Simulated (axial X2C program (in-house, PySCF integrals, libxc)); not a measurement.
Which molecule has these constants?

Calculated with an in-house all-electron X2C program for linear molecules (integrals from PySCF), spin-free (one-electron X2C) or two-component (2c: spin–orbit coupling with atomic mean-field Coulomb and Gaunt terms, which also bring small scalar terms), in Dyall basis sets with cores contracted in-house; open shells are unrestricted.

A two-component CCSD(T) calculation in a Dyall 3-zeta basis gave Re = 3.554 Å, ωe = 121.3 cm⁻¹, De = 0.63 eV, Ω = 0.

Task: Which molecule is it?
A. KH
B. NaK
C. LiK

Result: B. The others have LiK 3.336 Å and 211.4 cm⁻¹ (Ω = 0); KH 2.243 Å and 995.0 cm⁻¹ (Ω = 0).

Frozen shells (counts by l): NaK K 2s1p, Na 2s1p, 10 electrons correlated; LiK K 2s1p, Li 1s, 10 electrons correlated; KH K 2s1p, H none, 10 electrons correlated. Coupled cluster in natural virtuals with an MP2 remainder. Where the outer core of a metal is frozen, bonds come out longer and ionisation energies lower.

Each entry is the lowest single determinant of a limited PBE0 search at one distance. De goes to single-determinant-based atoms at the same level (for ions the charge split of lowest energy) and is withheld (n/a) where an atom does not fit its ground term or J level. Main or longest-lived isotopes.
